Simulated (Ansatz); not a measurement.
Geometry optimisation, RKS B3LYP-D4/def2-SVP (Ansatz).

Input:

```yaml
crystal:
  periodic: [false, false, false]
  atoms:
    - { symbol: W, position_ang: [-0.102973, -0.271388, 0.138672] }
    - { symbol: F, position_ang: [0.019695, 0.353186, 1.90033] }
    - { symbol: H, position_ang: [1.478282, -0.645699, 0.640567] }
    - { symbol: F, position_ang: [-0.8896, 1.433087, -0.141232] }
    - { symbol: F, position_ang: [-1.841217, -0.818971, 0.706712] }
    - { symbol: O, position_ang: [-0.089749, -2.083437, -0.362795] }
    - { symbol: H, position_ang: [-0.828216, -2.689923, -0.197972] }
    - { symbol: O, position_ang: [0.663257, 0.081433, -1.533] }
    - { symbol: H, position_ang: [0.937652, 0.985224, -1.761857] }
    - { symbol: O, position_ang: [1.942584, 2.023704, 0.717665] }
    - { symbol: H, position_ang: [2.735815, 1.595615, 1.077961] }
    - { symbol: H, position_ang: [1.305771, 1.990168, 1.472848] }
basis:
  gaussian: { orbitals: def2-SVP }
hamiltonian:
  xc: b3lyp
  dispersion: d4
relax:
  f_tol: 0.03
  max_steps: 50
output:
  orbitals: {}
```

Launched with:

```bash
$ ansatz run input.yaml --threads 4 --pin off --max-ram 5120MiB --backend cpu --events-out ev --progress --plain --runs-dir out
```

Problem. Where does it end, and by what steps?

Solution. The forces met the threshold. After 12 steps the energy has fallen by 0.437 eV; H12 moved furthest, 0.75 Å. Joined: W1–O10 (3.13 → 2.30 Å).

```csv
step,energy less start (eV),largest force component (eV/Å),accepted
0,0.0000,0.667,yes
1,-0.0315,1.810,yes
2,-0.1283,1.353,yes
3,-0.2214,1.296,yes
4,-0.2845,0.633,yes
5,-0.3210,0.390,yes
6,-0.3546,0.720,yes
7,-0.3923,0.443,yes
8,-0.4215,0.373,yes
9,-0.4307,0.213,yes
10,-0.4350,0.105,yes
11,-0.4363,0.039,yes
12,-0.4367,0.028,yes
```

```xyz
12
Properties=species:S:1:pos:R:3
W 0.097 -0.146 0.263
F 0.101 0.103 2.133
H 1.634 -0.770 0.646
F -0.636 1.667 0.195
F -1.730 -0.661 0.368
O 0.168 -2.035 -0.078
H -0.720 -2.396 -0.239
O 0.568 0.180 -1.523
H 0.734 1.068 -1.873
O 1.725 1.448 0.594
H 2.246 1.279 1.395
H 1.145 2.215 0.776
```

Whether the end is a true minimum wasn't checked by a vibrational analysis.

Run time: 42 s on 4 threads of Arm Neoverse V2, on a shared host, peak memory 0.43 GiB.
